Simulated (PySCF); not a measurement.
**Structure from NMR data**

Molecular formula: C₃H₂F₆O₂. Simulated spectra:

1H NMR (500 MHz, computed): δ 3.10 (br s, 2H).

13C{1H} NMR (computed): δ 129.5 (C, 2C), 95.4 (C).

PySCF calculation with shieldings: GIAO PBE0/pcSseg-1 and structure optimised with GFN2-xTB; fast rotation and ring inversion assumed for equivalent nuclei, non-relativistic, one computed conformer, isolated molecule.

Chemical shifts δ = σref − σ; 1H and 13C against TMS, all at this level.

Question: Deduce the structure.

Answer: 
- The formula gives 0 degrees of unsaturation.
- 2 carbon signals for 3 carbons: some carbons are equivalent by symmetry or fast rotation.
- Carbon types of the structure: 3 × C, leaving 2 H on heteroatoms.
- δC 129.5: CF3 carbon; 3 electronegative neighbours deshield it.
- δC 95.4: sp3 carbon bearing two oxygens; 2 electronegative neighbours deshield it.
- δH 3.10: hydrogen on an alcohol oxygen; exchangeable, gas-phase position.

Structure: SMILES OC(O)(C(F)(F)F)C(F)(F)F.

The shifts were computed for this structure.

Exchangeable OH/NH protons stand at their gas-phase positions; hydrogen bonding in a real sample shifts them, mostly to higher δ. Splittings by 19F in the carbon and heteronuclear signals aren't shown, as no couplings were computed. Shifts are as computed. Against solution values, carbons near 30 ppm lie about +3 ppm off and those near 130 ppm about +5 ppm. Of 1211 compounds with measured shifts, 218 miss one by over three times the rms of a fit or turn the order of signals round; such compounds aren't used in these exercises.
